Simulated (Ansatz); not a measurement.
La₂O₃⁻. Charge -1, multiplicity 2. Geometry PBE0-D4/def2-SVPD; atoms count from 1.

```xyz
5

La    1.202   -0.356    0.259
La   -2.185    0.253    0.399
O    -0.398    1.245    0.930
O     2.286    0.163   -1.360
O    -0.904   -1.306   -0.227
```

In the def2 sets La takes a core potential; there is no spin–orbit coupling. Another isomer (doublet) lies 0.45 eV lower at PBE0-D4/def2-TZVPD; other spin states weren't run for this one.

Q: Estimate the Mulliken populations from the PBE0/def2-TZVPD orbitals of Ansatz.

A: 
| atom | charge (e) | spin (α − β) | d electrons |
| --- | --- | --- | --- |
| La1 | 1.13 | 0.09 | 1.44 |
| La2 | 0.49 | 1.02 | 1.39 |
| O3 | -0.85 | -0.05 | – |
| O4 | -0.92 | 0.00 | – |
| O5 | -0.85 | -0.05 | – |
Mulliken values depend strongly on the basis. With diffuse functions, as here, like atoms can get unlike values, and bond orders can come out too low or too high.

Q: Where does the spin sit?

A: Summed by element: La 1.11, O -0.11, of 1 unpaired in all. Largest on single atoms: La2 1.02, La1 0.09, O5 -0.05.

Q: And the Mayer bond orders between heavy atoms (over 0.3)?

A: La1–O3 0.52 (2.36 Å); La1–O4 1.76 (2.02 Å); La1–O5 0.52 (2.36 Å); La2–O3 1.18 (2.11 Å); La2–O5 1.18 (2.11 Å).
